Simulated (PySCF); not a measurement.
# Dipole response of Ca²⁺ (calcium, charge +2)

[Ar], closed-shell 1S. Calculation: PySCF 2.14, in def2-TZVPPD (6s5p3d, 36 functions); the non-relativistic Hamiltonian (point nucleus). Coupled (time-dependent) response in atomic units; α is the mean over directions.

```tsv
method	mean α (bohr³)	C₆ (like pair)	S(−4)
UHF	3.217	10.40	1.863
PBE	3.276	10.60	1.978
PBE0	3.247	10.49	1.926
BHandHLYP	3.234	10.42	1.910
```

S(−4) is the Cauchy moment in α(ω) = α(0) + S(−4) ω² + …

α(iu) at PBE0:

| u (hartree) | α(iu) (bohr³) |
| --- | --- |
| 0 | 3.247 |
| 0.0500 | 3.242 |
| 0.100 | 3.228 |
| 0.200 | 3.172 |
| 0.300 | 3.083 |
| 0.500 | 2.830 |
| 0.750 | 2.444 |
| 1.00 | 2.056 |
| 1.50 | 1.423 |
| 2.00 | 1.001 |
| 3.00 | 0.5481 |
| 5.00 | 0.2300 |

A single London oscillator, α(iu) = α/(1 + u²/ω²), gives C₆ = (3/4) ω α². Matching the computed C₆ needs ω = 4 × 10.49 / (3 × 3.247²) = 1.33 hartree.

For an ion, C₆ is the dispersion term alone; charge-induced terms of lower order in 1/R come first.
